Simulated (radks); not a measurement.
Problem. These are the eigenvalues of the occupied orbitals of an atom or ion with whole-number occupations (hartree). All-electron calculation, scalar-relativistic Kohn-Sham, LB94 model potential, spin-polarised, spherical densities, finite nucleus; Fermi nuclear charge, rms radius of each element as measured or else 0.836 A^(1/3) + 0.57 fm. Program: a radial shooting solver on a logarithmic mesh with Libxc functionals.

orbital  eigenvalue
1s down   -2331.826
1s up     -2331.826
2s up     -397.6335
2s down   -397.6332
2p up     -350.1073
2p down   -350.1071
3s up     -90.46718
3s down   -90.46687
3p up     -76.18485
3p down   -76.18449
3d up     -58.98088
3d down   -58.98023
4s up     -18.05154
4s down   -18.05005
4p up     -13.38855
4p down   -13.38730
4d up      -7.29113
4d down    -7.29040
5s down    -2.45143
5s up      -2.44647
5p down    -1.35750
5p up      -1.35303
4f down    -0.59557
4f up      -0.59470
6s up      -0.29339
6s down    -0.28058
5d up      -0.21441

Which element is it, and in what charge state? The configuration may be excited. Open shells, if any, are filled with parallel spins first.

Solution. Z = 71, lutetium, charge 0: Lu in [Xe] 4f14 5d1 6s2. The list shows which subshells hold electrons but not how many an open one holds; the 1s level, -2331.8 hartree, gives Z - s = 68.3 by -(Z - s)^2/2, which with screening and relativity narrows Z to a few neighbours, and the depths of the outer levels then fix element, charge and occupations together.
